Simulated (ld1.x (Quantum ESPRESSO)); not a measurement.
**Ranking TM potentials for silicon (Si)**

All share these settings but for the change named:

Si, norm-conserving Troullier–Martins (Kleinman–Bylander form), made with ld1.x (Quantum ESPRESSO) 7.5 (PBE, non-relativistic). Core [Ne], reference 3s2 3p1.5 (charge +0.5). Waves: 3s (bound): rc 1.75 bohr; 3p (bound): rc 1.55 bohr. Local part: all-electron potential smoothed inside 1.50 bohr (lloc = -1). Core correction: a·sin(br)/r model core, default radius (core density twice the valence density).

Test errors are all-electron minus pseudo excitation energies from the reference, over 3s2 3p2; 3s2 3p1; 3s2 3p0; 3s1 3p3; 3s0 3p4; 3s1 3p2; 3s1 3p0. None of these files shows a bound ghost.

The base gives 71.1 meV.

Of 9 variants that were run, those that failed, showed a ghost or another fault, or gave nearly equal values are left out.

Task: Rank these variants by their largest absolute test error, smallest first.
A. core correction a·sin(br)/r model core inside 1.20 bohr
B. core correction a·sin(br)/r model core inside 1.84 bohr
C. core correction a·sin(br)/r model core inside 1.52 bohr

Result: C (37.8 meV), B (48.6 meV), A (85.6 meV).
